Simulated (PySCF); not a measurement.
Numbering as in the mapped SMILES `[CH2:1]=[CH:2][n:3]1[n:4][c:5]([CH3:6])[c:7]([CH3:8])[n:9]1`; H(Xn) means a hydrogen on atom n. Ha(C1) is cis to N3; Hb(C1) is trans to N3.

PySCF calculation with geometry: PBE0-D3(BJ)/def2-SVP and shielding tensors at B97-2/pcSseg-1 (GIAO); in vacuum, equivalent nuclei averaged, non-relativistic Hamiltonian, a single conformation.

Question: List the cross peaks expected in HSQC, COSY and HMBC spectra.

Answer: 

HSQC (one-bond C–H):
```
                δH            δC
      6.96 (H(C2))    137.1 (C2)
     6.07 (Ha(C1))    103.0 (C1)
     4.93 (Hb(C1))    103.0 (C1)
2.29 (H(C6)/H(C8))  12.6 (C6/C8)
```

COSY cross peaks (H two or three bonds apart, from the bond graph; peaks can be absent where the dihedral angle is near 90°):
```
           δH             δH
 6.96 (H(C2))  6.07 (Ha(C1))
 6.96 (H(C2))  4.93 (Hb(C1))
6.07 (Ha(C1))  4.93 (Hb(C1))
```

HMBC (two and three bonds, from the bond graph):
```
                δH             δC
      6.96 (H(C2))     103.0 (C1)
     6.07 (Ha(C1))     137.1 (C2)
     4.93 (Hb(C1))     137.1 (C2)
2.29 (H(C6)/H(C8))  144.2 (C5/C7)
```

δ = σ(ref) − σ, references computed at the same level: 1H (σ = 31.38 ppm), 13C (σ = 183.69 ppm) against TMS.

Shifts are as computed. Against solution values, carbons near 30 ppm lie about +1 ppm off and those near 130 ppm about +2 ppm. Of 1309 compounds with measured shifts, 239 miss one by over three times the rms of a fit or turn the order of signals round; such compounds aren't used in these exercises.
